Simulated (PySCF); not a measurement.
Calculated molecular-ion clusters (M+•, centroid m/z and relative intensity) of several compounds:

1. 146.1234 (100.0), 147.1249 (12.5), 148.1213 (4.0)
2. 124.0995 (100.0), 125.1023 (8.4), 126.1051 (0.3)
3. 162.0349 (100.0), 163.0358 (16.5), 164.0319 (12.3), 165.0326 (1.5), 166.0289 (0.5)
4. 96.0934 (100.0), 97.0968 (7.7)

Lines and terms under 0.3 % are left out. Candidates, as SMILES:
A. `CC(C)CN([SiH3])N(C)C`
B. `C[C@@H]1C[C@@H]2C[C@@H]2C1`
C. `CC1=CC=NN1C(C)C`
D. `CC/C(=C\[SiH3])[SiH2]SC`

Task: Match clusters and compounds, and give each formula.

Result: 
1 = A, C6H18N2Si, monoisotopic mass of the neutral 146.1239 u; relative to that species, one 13C gives 6.5 % at +1, one 29Si gives 5.1 % at +1, one 15N gives 0.7 % at +1 and one 30Si gives 3.3 % at +2.
2 = C, C7H12N2, monoisotopic mass of the neutral 124.1000 u; relative to that species, one 13C gives 7.6 % at +1 and one 15N gives 0.7 % at +1.
3 = D, C5H14SSi2, monoisotopic mass of the neutral 162.0355 u; relative to that species, one 29Si gives 10.2 % at +1, one 13C gives 5.4 % at +1, one 33S gives 0.8 % at +1, one 30Si gives 6.7 % at +2 and one 34S gives 4.5 % at +2.
4 = B, C7H12, monoisotopic mass of the neutral 96.0939 u; relative to that species, one 13C gives 7.6 % at +1.

Task: Weight all lines of cluster 2 by their intensities. What mean results?

Result: 124.183 u over all lines, faint ones too (the ion lacks one electron, 0.0005 u); standard atomic weights give 124.187 g/mol for C7H12N2.

Task: Give the exact less the nominal mass of each, in mDa.

Result: C6H18N2Si +123.9, C7H12 +93.9, C7H12N2 +100.0, C5H14SSi2 +35.5 (neutral, monoisotopic).

Abundances used (%; other tables differ somewhat): 12C 98.93, 13C 1.07; 14N 99.632, 15N 0.368; 28Si 92.2297, 29Si 4.6832, 30Si 3.0872; 1H 99.9885, 2H 0.0115; 32S 94.93, 33S 0.76, 34S 4.29, 36S 0.02.
